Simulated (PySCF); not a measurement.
Electron correlation in Cr⁺ (chromium, charge +1)

[Ar] 3d4 4s1, high-spin 6D determinant (an excited configuration). All numbers are calculated (PySCF 2.14, the non-relativistic Hamiltonian (point nucleus), in def2-TZVPPD). Frozen: [Ne]; 13 electrons correlated.

```json
{"level": "CCSD", "correlation energy (mhartree)": "-361.16"}
{"level": "(T)", "correlation energy (mhartree)": "-7.43"}
{"level": "CCSD(T)", "correlation energy (mhartree)": "-368.59"}
```

Diagnostics: T1 = 0.0090, D1 = 0.0304, largest double amplitude 0.018.

Cost of the coupled-cluster step: about 17 core-seconds, for 13 correlated electrons.

This basis was not built for core-valence correlation, so the inner-shell part is incomplete.
